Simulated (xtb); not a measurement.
xtb input:

```bash
xtb mol.xyz --gfn 1 --opt tight --chrg 0 --uhf 0
```
mol.xyz:
```
11

Si     1.42832667     0.70344533     0.02684706
C      0.22166098    -0.72621441    -0.12660386
Si    -1.58733034    -0.26472415     0.06857072
H      2.82644347     0.23993112    -0.14680923
H      1.14071003     1.72787827    -1.00555719
H      1.30452034     1.33513403     1.36237493
H      0.47419056    -1.47992848     0.62534569
H      0.35930005    -1.19753255    -1.10445823
H     -1.97764760     0.72081203    -0.96794587
H     -1.81944235     0.33975544     1.40227642
H     -2.45775284    -1.45812919    -0.06515268
```

Question: Predict the final energy.

Answer: -10.14173 Eh (GFN1-xTB).
